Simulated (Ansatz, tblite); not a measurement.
Forces on the cluster Cd2Te at its PBE0-D4/def2-TZVP geometry. Charge 0, multiplicity 1.

In the def2 sets Cd, Te take a core potential; there is no spin–orbit coupling. The xTB rows come from tblite. The restricted singlet is unstable towards broken spin symmetry at other levels; at PBE-D4/def2-TZVP this wasn't settled. Another isomer (triplet) lies 0.43 eV lower at PBE0-D4/def2-TZVP; other spin states weren't run for this one.

GFN1-xTB (tblite), largest force 1.26 eV/Å:

```xyz
3
positions Å, forces eV/Å
Cd    1.549   -0.446   -0.113    1.215   -0.341    0.032
Cd   -0.903    0.153   -1.331   -0.796    0.151   -0.967
Te   -0.646    0.294    1.444   -0.419    0.191    0.935
```

GFN2-xTB (tblite), largest force 1.59 eV/Å:

```
Cd 1.532 -0.429 0.053
Cd -1.013 0.193 -1.212
Te -0.519 0.236 1.159
```

PBE-D4/def2-TZVP (Ansatz), largest force 0.23 eV/Å:

```
Cd 0.195 -0.058 -0.030
Cd -0.102 0.015 -0.178
Te -0.093 0.042 0.208
```
